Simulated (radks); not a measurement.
Results of a calculation; reference values are marked as such.
Excited configurations of Sm2+: one electron is placed in a higher orbital outside [Xe] 4f5. The ground configuration is [Xe] 4f6. Code: a radial shooting solver on a logarithmic mesh with Libxc functionals. Model: Dirac Kohn-Sham, LDA (Slater exchange, Perdew-Wang correlation), spin-unpolarised, spherical densities, finite nucleus; open shells are shared between the two j in proportion to 2j + 1; Fermi nuclear charge, rms radius 5.0819 fm. Excitation = E - E(ground); binding = E(ion) - E, where the ion is the core of charge +3; n* = 3/sqrt(2 binding) in atomic units, and the quantum defect is n - n*.

[
 {"outer orbital": "5d", "excitation (eV)": "4.207", "binding (eV)": "19.887", "n*": "2.481", "quantum defect": "2.519"},
 {"outer orbital": "6s", "excitation (eV)": "5.002", "binding (eV)": "19.091", "n*": "2.533", "quantum defect": "3.467"},
 {"outer orbital": "6p", "excitation (eV)": "9.392", "binding (eV)": "14.701", "n*": "2.886", "quantum defect": "3.114"},
 {"outer orbital": "6d", "excitation (eV)": "14.640", "binding (eV)": "9.453", "n*": "3.599", "quantum defect": "2.401"},
 {"outer orbital": "7p", "excitation (eV)": "15.947", "binding (eV)": "8.146", "n*": "3.877", "quantum defect": "3.123"}
]

The Delta-SCF ionisation energy is 24.093 eV (NIST Atomic Spectra Database: 23.6 eV, semi-empirical). Self-interaction in the functional shifts the binding energies and quantum defects, so they are the method's values and not measured ones. Spin polarisation and multiplet splitting are left out, so open shells lie too high by an amount that depends on their filling. Sharing an open shell by 2j + 1 raises it above the true ground level by a part of the spin-orbit splitting, which enters the differences from NIST.

Beside tabulated values, note that spin-unpolarised runs miss the spin-polarisation part of the exchange energy of open shells.
